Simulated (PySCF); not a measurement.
Species: H6N2Sn.
Atom-mapped SMILES: `[NH2:1][SnH2:2][NH2:3]` (hydrogens: H4, H5 on N1; H6, H7 on Sn2; H8, H9 on N3)

Method: PySCF 2.14.0, PBE0-D3(BJ)/def2-SVP geometry optimisation, gas phase, def2 core potentials past Kr; density fitting, grid level 1; the optimiser is geomeTRIC in internal coordinates, started from a GFN2-xTB structure with every atom displaced at random (about 0.01 Å).

Step 0: E = -8902.9002 eV
```
atom  x, y, z in Å  |  force x, y, z in eV/Å
N1      1.6585    0.0632    0.1944   -0.097   1.373  -0.776
Sn2    -0.2178    0.8267    0.0925    0.314  -0.388  -0.064
N3     -1.5233   -0.7028   -0.1917    1.516   0.114   1.037
H4      1.7396   -0.7493    0.7447    0.107  -1.349   0.931
H5      2.0757   -0.1204   -0.7073    0.161  -0.062  -0.254
H6     -0.5794    1.4327    1.5917   -0.246   0.316   0.788
H7     -0.1781    2.0538   -1.0586    0.010   0.307  -0.482
H8     -2.4644   -0.4393   -0.1622   -1.985   0.493   0.082
H9     -1.3675   -1.2328   -1.0094    0.220  -0.804  -1.261
```

Step 1: E = -8903.0181 eV
```
atom  x, y, z in Å  |  force x, y, z in eV/Å
N1      1.7056    0.0806    0.1896   -0.186  -0.153   0.218
Sn2    -0.2049    0.8235    0.1300   -0.047   0.117  -0.036
N3     -1.5345   -0.7227   -0.1905   -0.122   0.138  -0.045
H4      1.7892   -0.7641    0.7661   -0.033   0.263  -0.202
H5      2.0805   -0.1362   -0.7322   -0.020  -0.011   0.014
H6     -0.6151    1.4756    1.6906    0.100  -0.156  -0.359
H7     -0.1781    2.0441   -1.1285   -0.002  -0.269   0.286
H8     -2.5209   -0.4366   -0.1668    0.367  -0.103  -0.035
H9     -1.3784   -1.2323   -1.0642   -0.056   0.174   0.160
```

Problem. Estimate the geometry and energy of step 2. (The exact step hangs on the optimiser's Hessian estimate; all steps are aligned on step 1, rigid shifts and turns removed.)

Solution. E = -8903.0373 eV, largest force 0.149 eV/Å
```
atom  x, y, z in Å  |  force x, y, z in eV/Å
N1      1.6890    0.0862    0.1923    0.085  -0.088   0.026
Sn2    -0.2054    0.8178    0.1251   -0.010   0.094   0.001
N3     -1.5186   -0.7162   -0.1837   -0.102  -0.103  -0.034
H4      1.7688   -0.7534    0.7646    0.018   0.028  -0.022
H5      2.0620   -0.1351   -0.7288    0.021  -0.006   0.011
H6     -0.6050    1.4559    1.6540   -0.023   0.035   0.085
H7     -0.1825    2.0130   -1.1062    0.003   0.053  -0.069
H8     -2.4969   -0.4297   -0.1594    0.035  -0.031   0.007
H9     -1.3681   -1.2067   -1.0639   -0.027   0.018  -0.005
```

The energy changes by -0.0192 eV. The first-order estimate −F·Δx gives -0.0490 eV and the mean of the old and new forces, exact on a quadratic surface, -0.0187 eV. The step makes an angle of 46° with the force vector and moves no atom by more than 0.043 Å.

What follows is the cost of the whole optimisation. On one thread, Arm Neoverse V1 (aarch64), shared host with 32 logical CPUs at a one-minute load of 10, this took 31 s of wall time and 0.36 GiB of memory at its peak.
